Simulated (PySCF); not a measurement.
# Dipole moment and polarisability of InCl2(SiH3)

Compound: InCl2(SiH3).
Structure used (PBE0-D3(BJ)/def2-SVP), in Å, numbered top down from 1:
```xyz
7
Cl2H3InSi angstrom
In     0.7284    1.0528    0.0407
Cl     3.0771    1.1316    0.0925
Cl    -0.1418    3.2332    0.0162
Si    -0.7137   -1.0611   -0.0186
H     -2.0268   -0.7694    0.6248
H     -0.0074   -2.1614    0.6964
H     -0.9158   -1.4256   -1.4519
```

Level: wB97X-D/def2-SVPD (PySCF), static field, nuclei fixed, core orbitals frozen in the response. The polarisability tensor in these axes (au):

```
x   107.06   9.27   1.05
y     9.27 113.53   0.53
z     1.05   0.53  71.25
```

Task: Diagonalise the tensor; give its mean and Δα, where Δα² is half the sum of the squared differences of the eigenvalues.

Result: Principal values 71.21, 100.49 and 120.14 au; mean 97.28 au = 14.42 Å³ = 16.04 × 10⁻⁴⁰ C²·m²/J; Δα = 42.64 au (44 % of the mean).

Task: What is the dipole moment, and where does it point?

Result: (-2.35, -3.60, -0.03) D, 4.30 D in size, pointing from the negative to the positive side. Measured along this direction, the outermost atoms are Cl2 and Cl3 at the negative end and H6, H5 and H7 at the positive end.

Task: Along which axes do the principal values lie, and how far do the nuclei extend along each?

Result: Largest value along (0.58, 0.81, 0.02), where the nuclei span 4.49 Å; middle along (0.81, -0.58, 0.02), 3.84 Å; least along (-0.03, -0.01, 1.00), 2.13 Å. The response follows the extents in order.

Task: Molar refractivity from α?

Result: Lorentz–Lorenz: R = (4π/3)N_A α = 2.5225 cm³/(mol·Å³) × 14.42 Å³ = 36.4 cm³/mol, in the limit of long wavelengths.

Task: Rayleigh depolarisation ratio (linearly polarised light, static tensor)?

Result: ρ = 3Δα²/(45ᾱ² + 4Δα²) = 5455.6/(425861 + 7274.1) = 0.0126.

Task: Orientational against electronic polarisability at 273 K (dilute gas, rigid molecules)?

Result: In Gaussian units μ²/3kT = 163.79 Å³ against 14.42 Å³, a ratio of 11.36; the Debye molar polarisation (4π/3)N_A(α + μ²/3kT) is 449.5 cm³/mol, leaving out the vibrational part.

Geometry: PBE0-D3(BJ)/def2-SVP; no solvent, vibrations or thermal averaging. Atoms past krypton carry effective core potentials; spin–orbit coupling is left out.
